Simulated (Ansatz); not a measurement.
`BCC[SiH2]C` + `[SiH3]Cl` → `BCC[SiH2]Cl` + `C[SiH3]`  (formal exchange of groups at a C–Si bond)

Gas-phase electronic energies from Ansatz, PBE0-D4/def2-TZVP geometries. CBS: MP2 limit from def2 TZ/QZ plus the TZ coupled-cluster correction, frozen cores. This one scheme is used for every species. DFT in def2-TZVPP. One conformer a species, not always the lowest.

| level | ΔE (kcal/mol) |
| --- | --- |
| PBE0-D4 | -2.9 |
| SCS-MP2/def2-QZVPP | -2.6 |

What does CCSD(T)/CBS give? (An estimate is asked.)

Ansatz gave: -2.6 kcal/mol. The listed levels differ from it by -0.3, 0.0 kcal/mol.

Largest T1 diagnostic among the species: 0.010.
